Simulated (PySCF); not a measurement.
Computed shifts of a molecule CH8FNOSi2, PBE/pcSseg-1 run with PySCF, GIAO, gas phase, atoms alike by connectivity averaged where their shifts nearly agree, in ppm (number of nuclei): ¹³C: 2.9 (1). ²⁹Si: -31.4 (1), -35.2 (1). ¹⁵N: 55.0 (1). ¹⁹F: -151.2 (1). ¹H: 5.51 (1), 5.44 (1), 5.41 (1), 2.09 (1), 1.06 (1), 0.83 (3). References: ¹³C against TMS (σ = 182.0 ppm); ²⁹Si against TMS (σ = 335.4 ppm); ¹⁵N against NH3 (σ = 267.0 ppm); ¹⁷O against H2O (σ = 334.3 ppm); ¹⁹F against CFCl3 (σ = 133.6 ppm); ¹H against TMS (σ = 31.49 ppm), references at their B3LYP-D3(BJ)/def2-TZVP geometries, non-relativistic. Coordinates come from a PBE-D3(BJ)/def2-SVP optimisation. One conformer was computed; it need not be the lowest.

Problem. Identify the compound among the candidates.
A) N[Si@H](F)C[SiH2]O
B) C[SiH2]N[Si@H](O)F
C) N[Si@](O)(F)C[SiH3]
D) C[Si@H](F)O[SiH2]N

Solution. B, C[SiH2]N[Si@H](O)F
